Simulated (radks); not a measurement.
Fractional charge and spin in the 4p shell of cadmium: the spin-up occupation runs from 2 to 3 and the spin-down occupation from 2 to 3; the fullest corner is Cd3+, [Ar] 3d10 4s2 4d(up 4.5, down 4.5) 4p(up 3, down 3). All-electron calculation, scalar-relativistic Kohn-Sham, BLYP, spin-polarised, spherical densities, finite nucleus; Fermi nuclear charge, rms radius of each element as measured or else 0.836 A^(1/3) + 0.57 fm. Program: a radial shooting solver on a logarithmic mesh with Libxc functionals. Energy (eV) minus the two flat planes that join the four corners (they meet along the diagonal where the two added fractions sum to one electron); zero is where a piecewise linear energy would lie.

down \ up,2,2.25,2.5,2.75,3
2,0.000,-1.842,-2.447,-1.828,0.000
2.25,-1.842,-2.373,-1.682,0.216,-1.740
2.5,-2.447,-1.682,0.288,-1.597,-2.308
2.75,-1.828,0.216,-1.597,-2.238,-1.722
3,0.000,-1.740,-2.308,-1.722,0.000

Corners above the fullest one (they belong to Cd4+ and the next ion): (up 3, down 2) 111.19 eV, (up 2, down 3) 111.19 eV, (up 2, down 2) 242.57 eV. With half an added electron in each spin the energy lies 0.288 eV from the planes, and with half an added electron in spin up alone -2.447 eV. The planes are only a guide here: the flat-plane condition holds for ground states with one frontier orbital, while this shell lies below other occupied shells, so the corners above the fullest one are inner-hole states and not the ground states of those ions.
